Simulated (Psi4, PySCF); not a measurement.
The PySCF input:
```python
from pyscf import gto, scf, dft

mol = gto.M(
    atom='''
Si    0.255254    0.243316    0.243156
F    -0.690741   -0.733729    1.068053
F    -0.739276    1.068379   -0.684292
F     1.032956   -0.713142   -0.762003
''',
    basis='def2-tzvp',
    charge=0,
    spin=1,
    verbose=4,
)

mf = dft.UKS(mol)
mf.xc = 'pbe'
mf.grids.atom_grid = (99, 590)
mf.grids.prune = None
mf.kernel()
```

Convert this to an input for Psi4.

One answer among several that fit: 
```
memory 2 GB

molecule {
0 2
Si    0.25525364    0.24331611    0.24315598
F    -0.69074141   -0.73372896    1.06805322
F    -0.73927609    1.06837931   -0.68429241
F     1.03295628   -0.71314208   -0.76200346
}

set {
  basis def2-tzvp
  reference uks
  scf_type pk
  puream true
  d_convergence 1e-8
  dft_radial_points 99
  dft_spherical_points 590
}

energy('pbe')
print_variables()
```

Both were run: PySCF gave -588.881480 Eh and Psi4 -588.881480 Eh, 0.000 mEh apart.
